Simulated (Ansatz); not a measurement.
Molecule: trifluoro(trifluoromethyl)silane, CF₆Si, net charge 0, singlet state. 
Coordinates optimised at B3LYP-D3(BJ)/def2-TZVP (Ansatz, an electronic-structure program):
```xyz
8

F      1.4643    -1.3601    -0.1426
C      1.0665    -0.0767    -0.0192
F      1.5899     0.6125    -1.0543
F      1.6144     0.4117     1.1130
Si    -0.8418     0.0606     0.0151
F     -1.2483     1.5706     0.1596
F     -1.4254    -0.5204    -1.3221
F     -1.3965    -0.7573     1.2357
```

Basis-set convergence of Hartree-Fock and CCSD(T) correlation energies (hartree) with Ansatz. Correlated levels leave the core frozen unless marked. No spin-orbit coupling. No relativistic terms.

| basis | functions | E(HF) | E(corr, CCSD(T)) |
|---|---|---|---|
| aug-cc-pV(D+d)Z | 193 | -923.72484 | -1.49239 |
| aug-cc-pV(T+d)Z | 377 | (withheld) | (withheld) |

**Question.** Some entries are withheld; supply them.

**Answer.** 
- aug-cc-pV(T+d)Z, E(HF): -923.92999
- aug-cc-pV(T+d)Z, E(corr, CCSD(T)): -1.86675
